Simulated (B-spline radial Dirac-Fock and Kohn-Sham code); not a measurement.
Magnetic form factor of the 3d shell of Ni⁵⁺

System: nickel as Ni⁵⁺, configuration [Ar] 3d5.

Input file task.json (cfg lists n, l and occupation; rrms is the nuclear radius in fm):

```json
{"items": [{
  "Z": 28,
  "q": 5,
  "cfg": [[1, 0, 2], [2, 0, 2], [2, 1, 6], [3, 0, 2], [3, 1, 6], [3, 2, 5]],
  "A": 58,
  "rrms": 3.7757,
  "do": ["scatter"],
  "s": [0.0, 0.05, 0.1, 0.15, 0.2, 0.25, 0.3, 0.35, 0.4, 0.45, 0.5, 0.6, 0.7, 0.8, 0.9, 1.0, 1.1, 1.2, 1.4, 1.6, 1.8, 2.0, 2.5, 3.0, 3.5, 4.0, 5.0, 6.0],
  "pz": [0, 0.1, 0.14, 0.2, 0.29, 0.41, 0.59, 0.84, 1.2, 1.7, 2.4, 3.5, 4.9, 7.0, 10.0, 14.0, 20.0, 29.0, 41.0, 59.0, 84.0],
  "hv_scatter": [1000, 2000, 5000, 8047.8, 20000, 50000, 100000, 200000]
}]}
```

Run with: `python xray_run.py task.json out`

Method: configuration-average Dirac-Fock orbitals. Computed with a radial atomic solver. ⟨j_K⟩ is the integral of the 3d radial density with the spherical Bessel function j_K(4πsr), s = sin θ/λ.

| s (Å⁻¹) | ⟨j0⟩ | ⟨j2⟩ | ⟨j4⟩ |
| --- | --- | --- | --- |
| 0 | 1.0000 | 0.0000 | 0.0000 |
| 0.05 | 0.9861 | 0.0055 | 0.0000 |
| 0.1 | 0.9457 | 0.0214 | 0.0002 |
| 0.15 | 0.8827 | 0.0454 | 0.0011 |
| 0.2 | 0.8026 | 0.0746 | 0.0031 |
| 0.25 | 0.7120 | 0.1054 | 0.0069 |
| 0.3 | 0.6169 | 0.1349 | 0.0125 |
| 0.35 | 0.5229 | 0.1605 | 0.0200 |
| 0.4 | 0.4340 | 0.1809 | 0.0291 |
| 0.45 | 0.3532 | 0.1952 | 0.0392 |
| 0.5 | 0.2817 | 0.2035 | 0.0496 |
| 0.6 | 0.1685 | 0.2043 | 0.0695 |
| 0.7 | 0.0911 | 0.1900 | 0.0851 |
| 0.8 | 0.0415 | 0.1677 | 0.0950 |
| 0.9 | 0.0117 | 0.1426 | 0.0993 |
| 1 | -0.0051 | 0.1181 | 0.0989 |
| 1.1 | -0.0135 | 0.0959 | 0.0951 |
| 1.2 | -0.0168 | 0.0768 | 0.0891 |
| 1.4 | -0.0162 | 0.0477 | 0.0740 |
| 1.6 | -0.0124 | 0.0288 | 0.0587 |

Radial moments of the shell: ⟨r²⟩ = 0.7618, ⟨r⁴⟩ = 1.159, ⟨r⁶⟩ = 3.008 in powers of bohr.
